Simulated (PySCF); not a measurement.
Computed Raman spectrum (relative Raman activity) of a molecule C3H8BFO. The structure is a stationary point at r2SCAN-D4/def2-SVP. The values are those of a single conformer. All values below come from r2SCAN-D4/def2-SVP run with PySCF 2.14.0. Frequencies are harmonic and unscaled.

ν (cm⁻¹): 691 (vw), 966 (vw), 1075 (vw), 1168 (vw), 1358 (vw), 1403 (vw), 1408 (vw), 1429 (w), 1475 (w), 1478 (w), 2936 (vs), 2987 (s), 3036 (s), 3044 (vs), 3128 (m), 3132 (m), 3832 (m) (against the strongest line: vs over 80 %, s over 45 %, m over 15 %, w over 4 %, vw less)

**Question.** Which structure fits?
A. CCB(F)CO
B. CCB(F)OC
C. COB(C)CF
D. CB(F)[C@H](C)O

**Answer.** A, CCB(F)CO
